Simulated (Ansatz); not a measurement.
The input (input.yaml):

```yaml
crystal:
  periodic: [false, false, false]
  atoms:
    - { symbol: Sn, position_ang: [0.0, 0.0, 0.0] }
    - { symbol: O, position_ang: [0.0, 0.0, 2.31] }
    - { symbol: H, position_ang: [-0.9095, -0.2814, 2.6471] }
    - { symbol: H, position_ang: [1.6408, 0.0, -0.5794] }
    - { symbol: H, position_ang: [-0.8195, 1.4198, -0.5794] }
    - { symbol: H, position_ang: [-0.8195, -1.4198, -0.5794] }
    - { symbol: O, position_ang: [1.1796, -1.7912, 0.7126] }
    - { symbol: Al, position_ang: [0.5756, -3.4653, 0.7423] }
    - { symbol: H, position_ang: [1.1723, -4.5272, -0.2323] }
    - { symbol: H, position_ang: [-0.5506, -3.8707, 1.7429] }
    - { symbol: H, position_ang: [0.733, -1.1131, 1.8783] }
basis:
  gaussian: { orbitals: def2-SVP }
hamiltonian:
  xc: blyp
relax:
  f_tol: 0.15
  max_steps: 25
  restrain:
    - { distance: [0, 6], at: 1.96, k: 30.0 }
    - { distance: [10, 1], at: 1.01, k: 30.0 }
    - { distance: [0, 1], at: 3.16, k: 30.0 }
    - { distance: [10, 6], at: 2.21, k: 30.0 }
```

Command:

```bash
$ ansatz run input.yaml --threads 2 --pin off --max-ram 3072MiB --backend cpu --events-out ev --progress --plain --runs-dir out
```

Hardware: 2 threads of Arm Neoverse V1, on a shared host.

Roughly how long does this run take, and how much memory?

42 s, with a peak of 0.14 GiB, for 16 ionic steps.
